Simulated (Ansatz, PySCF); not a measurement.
Lewis adduct: BH3 (SMILES B) (first 4 atoms) with AsH3 (SMILES [AsH3]); geometry from B3LYP-D3(BJ)/def2-TZVP, rigid monomers moved along the line of their centres of mass till B1···As5 is 3.76 Å.
(charge 0, multiplicity 1):
```xyz
8

B     -0.0052    -0.0598     0.6296
H     -0.8662     0.7776     0.5787
H     -0.3529    -1.1824     0.3770
H      1.0665     0.2658     0.1928
As     0.6790    -0.2625     4.3248
H     -0.4430    -0.6524     5.2566
H      1.1517     0.9737     5.0513
H      1.7274    -1.2277     4.8234
```

Interaction energies are E(AB) − E(A) − E(B) at the monomers' geometry in the complex; basis-set methods are counterpoise corrected. Rows marked so take none.

Rows in 3-21G, 6-31G* carry no dispersion term and start afresh at each structure (6-31G* with six Cartesian d functions); the Pople sets are all-electron and without relativity.

Codes used: Ansatz (Gaussian basis) for Hartree–Fock, density functionals and correlated methods; PySCF for 3-21G rows, 6-31G* rows, the dispersion terms. Each number belongs to the level named beside it.

One of these levels gives -2.42 kcal/mol for the interaction energy. Name it.
(A) B3LYP/3-21G (no counterpoise)
(B) PBE0-D3(BJ)/def2-TZVPPD
(C) BP86/6-31G* (no counterpoise)
(D) HF/6-31G*

D, HF/6-31G*. The others give -3.03 (BP86/6-31G* (no counterpoise)), -4.16 (B3LYP/3-21G (no counterpoise)), -3.78 (PBE0-D3(BJ)/def2-TZVPPD)

Ansatz is a first-principles code.
